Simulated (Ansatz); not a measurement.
Basis-set extrapolation for C7H12, SMILES `CC=C1CCCC1` (PBE0-D4/def2-TZVP geometry, frozen core, the Gaussian-basis code of Ansatz). Multiplicity 1, RHF reference.

```csv
,def2-TZVPP,def2-QZVPP
HF,-272.147418,-272.159593
MP2 correlation,-1.182447,-1.255573
CCSD(T) correlation,-1.298619,not run
```

Energies in hartree. Use E(X) = E(∞) + A·exp(−7.88·√X) for Hartree–Fock and E(X) = E(∞) + B·X^(−2.97) for correlation, with X = 3 and 4, and add CCSD(T) minus MP2 of the smaller set to the MP2 limit.

Q: What is the CCSD(T) energy at the basis-set limit?

A: HF limit: -272.159593 + (-0.012175) × 0.13774 = -272.16127. MP2 limit: -1.255573 + (-0.073126) × 0.74074 = -1.30974. Higher-order term: -1.298619 − (-1.182447) = -0.11617. Total: -273.58718 hartree, 88.6 kcal/mol below CCSD(T)/def2-TZVPP.
